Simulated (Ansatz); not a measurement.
Coupled-cluster run, C3H4F4O, SMILES `FCOCC(F)(F)F`.

```yaml
crystal:
  periodic: [false, false, false]
  atoms:
    - {symbol: F, position_ang: [1.922352, -0.685582, 1.578390]}
    - {symbol: C, position_ang: [1.556374, 0.323613, 0.714845]}
    - {symbol: O, position_ang: [0.982209, -0.201184, -0.418760]}
    - {symbol: C, position_ang: [-0.309399, -0.723417, -0.250252]}
    - {symbol: C, position_ang: [-1.364184, 0.271683, -0.689857]}
    - {symbol: F, position_ang: [-1.320854, 1.397806, 0.035680]}
    - {symbol: F, position_ang: [-1.224301, 0.616689, -1.969007]}
    - {symbol: F, position_ang: [-2.581166, -0.263561, -0.537394]}
    - {symbol: H, position_ang: [0.875802, 0.980848, 1.265515]}
    - {symbol: H, position_ang: [2.459478, 0.846701, 0.399323]}
    - {symbol: H, position_ang: [-0.407464, -1.609362, -0.879743]}
    - {symbol: H, position_ang: [-0.511947, -1.009431, 0.785261]}
basis:
  gaussian: {orbitals: def2-SVP}
correlation: {method: ccsd_t}
```

```sh
$ ansatz run in.yaml --threads 4 --pin off --events-out ev --progress --plain --max-ram 11315MiB
```

Log, shortened:

```
Functional definition: HF
1289 factors; integrals over basis functions are off by at most 1.3e-3 eV
mean field evaluation 1: about -15997.6057 eV, gradient 4.9e1 eV
mean field evaluation 2: about -15997.8095 eV, gradient 5.0e1 eV
mean field evaluation 4: about -16002.6099 eV, gradient 4.2e0 eV
mean field evaluation 8: about -16002.6692 eV, gradient 2.2e-1 eV
mean field -16002.66943206 eV, -588.0872546293 hartree, gradient 1.8e-6 eV, S^2 0.000000; 0 other end points of the search recorded, 0 dependent functions left out
8 core orbitals not correlated: weight in the atoms' cores, before any rotation towards them, 1.000 or more for the frozen orbitals, at most 0.000 for the correlated occupied ones
reference -16002.66943206 eV, -588.0872546293 hartree; 25, 25 occupied and 99, 99 virtual orbitals, 1289 factors
second order -35.76820566 eV of doubles, -0.00000000 eV of singles
cycle   1  -35.94287444 eV  change   -1.7e-1 eV  update   1.2e-1
cycle   2  -36.69437555 eV  change   -7.5e-1 eV  update   3.3e-2
cycle   3  -36.88205074 eV  change   -1.9e-1 eV  update   1.6e-2
cycle   4  -36.87249404 eV  change    9.6e-3 eV  update   3.1e-3
cycle   5  -36.87094352 eV  change    1.6e-3 eV  update   1.4e-3
cycle   6  -36.87170302 eV  change   -7.6e-4 eV  update   4.0e-4
cycle   7  -36.87143134 eV  change    2.7e-4 eV  update   1.4e-4
cycle   8  -36.87129237 eV  change    1.4e-4 eV  update   4.2e-5
cycle   9  -36.87130800 eV  change   -1.6e-5 eV  update   1.4e-5
perturbative correction -0.80486455 eV, -0.0295782265 hartree
Total energy: -16040.34560460 eV, -589.4718284323 hartree
```

It took 9 s on 4 threads of an AMD EPYC 9R45 on a shared host, with 1.1 GiB of host memory at the peak.

MP2 recovers 94.9 % of the CCSD(T) correlation energy and the triples give 2.1 %; T1 = 0.0112.
